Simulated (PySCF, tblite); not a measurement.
Species: C5H14BP.
Bonds: B1–P2, P2–C3, P2–C4, P2–C5, C5–C6, C6–C7, C5–C7. Hydrogens: H8, H9, H10 on B1; H11, H12, H13 on C3; H14, H15, H16 on C4; H17 on C5; H18, H19 on C6; H20, H21 on C7.

Jobs on this species (21 atoms, 64 electrons) with PySCF (density fitting) and tblite. Hardware of each: Arm Neoverse V1, one thread (shared host). Other jobs ran on the host; a repeat could differ by tens of per cent or more.

```csv
level and settings,work,basis functions,SCF cycles,wall time
PBE0/pcSseg-1,"shieldings, ring-centre shieldings, charges and field gradients",196,?,?
"PBE0-D3(BJ)/def2-SVP, grid level 1",geometry optimisation from a GFN2-xTB start shaken at random,172,?,?
GFN2-xTB,Hessian by finite differences,–,–,0.79 s
"PBE0/pcSseg-1, IEF-PCM dimethylsulfoxide","shieldings, ring-centre shieldings, charges and field gradients",196,12,32 s
"PBE0/def2-SVPD, IEF-PCM dimethylsulfoxide","6 singlets by full TDDFT, polarisability",256,12,53 s
GFN2-xTB,L-BFGS relaxation,–,–,1.2 s
PBE0/def2-SVPD,"10 singlets by full TDDFT, 4 Tamm–Dancoff triplets, polarisability, dynamic polarisability, ΔSCF ions",256,13,6.0 min
KT3/pcSseg-1,"shieldings, ring-centre shieldings",196,13,44 s
```

**Question.** Fill in the missing figures.

**Answer.** 
- PBE0/pcSseg-1; shieldings, ring-centre shieldings, charges and field gradients: 30 s, 12 SCF cycles
- PBE0-D3(BJ)/def2-SVP, grid level 1; geometry optimisation from a GFN2-xTB start shaken at random: 99 s, 44 SCF cycles

**Question.** What do all jobs in the table cost together?

**Answer.** About 10 min; the longest takes about 58 % of that, and about 460 times as long as the shortest.
